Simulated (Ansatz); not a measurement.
Two isomers of C2H4BFO2: A = `BC(F)OC=O`, B = `COC1OB1F`.

Program: Ansatz. Geometries: PBE0-D4/def2-TZVP. ΔE: electronic, gas phase. CBS: MP2 limit from def2 TZ/QZ plus the TZ coupled-cluster correction, frozen cores. DFT in def2-TZVPP. B3LYP here is the variant with VWN-RPA as its local correlation; programs differ in this. One conformer a species, not always the lowest.

A:

```xyz
10

B     1.685    0.632   -0.125
C     0.435   -0.312   -0.138
F     0.704   -1.622    0.172
O    -0.578    0.136    0.741
C    -1.846   -0.116    0.362
O    -2.181   -0.614   -0.666
H     1.501    1.809   -0.119
H     2.777    0.168   -0.216
H     0.029   -0.309   -1.166
H    -2.526    0.228    1.153
```

B:

Z-matrix (Å, degrees):
```
C
O 1 1.419
H 1 1.096 2 110.6
H 1 1.093 2 110.6 3 121.4
H 1 1.089 2 107.0 3 -119.2
C 2 1.344 1 114.4 3 -53.3
B 6 1.507 2 121.5 1 -142.6
O 6 1.574 2 114.9 1 -84.9
H 6 1.091 2 114.7 1 40.5
F 7 1.307 6 154.9 2 -80.2
```

Q: Which isomer does CCSD(T)/CBS put lower? Give the gap. (An estimate is asked.)

A: Ansatz gave: B, by 208.2 kJ/mol.

Q: Give E(B) − E(A) in kJ/mol with CCSD/def2-TZVPP, CCSD(T)/def2-TZVPP, r2SCAN-D4, ωB97M-V, B3LYP, PBE-D4, B3LYP-D4. (Best estimate.)

A: The calculation gave: CCSD/def2-TZVPP -201.6, CCSD(T)/def2-TZVPP -204.5, r2SCAN-D4 -206.9, ωB97M-V -203.2, B3LYP -198.8, PBE-D4 -207.0, B3LYP-D4 -198.1. None reverses the order clearly.

Largest T1 diagnostic: 0.015.

In def2-TZVPP, CCSD(T) changes the Hartree–Fock value by −38.4 kJ/mol (the triples alone add −3.0 kJ/mol) and MP2 by −51.3 kJ/mol.
